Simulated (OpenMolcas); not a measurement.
# Cr3+: effect of the metal basis

Cr3+ with its 6 nearest chloride ions at 2.461 Å, on the Y site of Cs2NaYCl6 (a = 10.7396 Å, distance in the model lattice 2.619 Å). The rest of the host is ab initio model potentials to 7.6 Å and point charges beyond; the distance is set by hand and nothing relaxes.

```yaml
Program: OpenMolcas 26.06
Method: "SS-CASPT2, IPEA 0.25 Eh, imaginary shift 0.1 Eh (closed shells correlated: 3s 3p and the ligand valence shells)"
Spin-orbit_coupling: state interaction with AMFI integrals over the reference wave functions
```

Fixed: ligand basis ANO-RCC-VDZP, active space 3 electrons in 5 orbitals (3d), DKH2 Hamiltonian.

States (labels of O, the rotations of Oh). Energies in cm-1 above the lowest state or level, χT in cm3 K/mol.

```
Run   Metal basis  Ground state  First state of that spin  First gap with spin-orbit (degeneracies)  χT at 300 K  First state of another spin                    Cost
  A  ANO-RCC-VDZP           4A2                 4T2 12160                              12050 (4, 2)        1.828                     2E 13310  roughly 4 core-minutes
  B  ANO-RCC-VTZP           4A2                 4T2 11960                              11850 (4, 2)        1.829                     2E 12890  roughly 7 core-minutes
```

Against A, the first state of the same spin changes by -1.6 % in B.

Costs are those of the CASPT2 steps.

Roots that are degenerate in the reference are averaged as groups; the widest CASPT2 spread within a group is 450 cm-1 (the 3-fold group of multiplicity 2 near 60300 cm-1 above the lowest state of its run, B). Shifts and gaps below about the spread of the groups concerned are not significant. Over all roots computed the reference weight is 0.66 to 0.68 in A, 0.65 to 0.67 in B; a low but even weight reflects the number of correlated electrons. Ligand-to-metal charge-transfer states are missing. These CASPT2 states fit no ligand-field parameters well, so their order and spin gaps are uncertain. With no ligand orbital active B as a rule stays too high, so bands that hang on it stand too high and its fall with covalency is understated. With one d shell and no ligand orbital active, 10Dq can be off by a tenth or more. No measured value stands beside these numbers; the geometry was set by hand and not optimised.
